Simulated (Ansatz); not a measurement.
Consider the atomization: `[CH3][Al]1[O][CH]1[SiH3]` → Al• + 2 C• + 7 H• + O• + Si•.

Computed with Ansatz on PBE0-D4/def2-TZVP structures; ΔE is electronic, products minus reactants. CBS: MP2 limit from def2 TZ/QZ plus the TZ coupled-cluster correction, frozen cores. This one scheme is used for every species, atoms too. For atomizations the MP2-based limit and the directly extrapolated one differ by several kJ/mol either way, and by 10 to 25 for some Ge, Se and Sn compounds, so smaller differences from it don't rank the levels. DFT in def2-TZVPP. HSE06 is defined as in plane-wave codes. Open shells (•) are unrestricted, without spin–orbit coupling. Spin–orbit coupling would lower the free atoms: a little for Al, C, O, Si.

```
         level  ΔE (kcal/mol)
    r2SCANh-D4          996.1
    r2SCAN0-D4          986.7
      HSE06-D4          994.9
       r2SCANh          994.7
         HSE06          990.4
MP2/def2-TZVPP          986.4
MP2/def2-QZVPP         1002.4
CCSD/CBS(def2)          984.0
```

What does CCSD(T)/CBS give? (Best estimate.)

Ansatz gave: +999.0 kcal/mol. The listed levels differ from it by -2.9, -12.3, -4.1, -4.3, -8.6, -12.6, 3.4, -15.0 kcal/mol.

Largest T1 diagnostic among the species: 0.018.

From r2SCAN to r2SCAN0 (25 % exact exchange), in def2-TZVPP and without D4, ΔE moves by −16.3 kcal/mol: exact exchange takes away binding that semilocal exchange gives to molecules. At CCSD(T), def2-SVP lies −60.9 kcal/mol from the extrapolated value and def2-TZVPP −26.8 kcal/mol: correlation converges slowly with the basis, and small sets miss more of it in the bonded molecule than in its fragments.
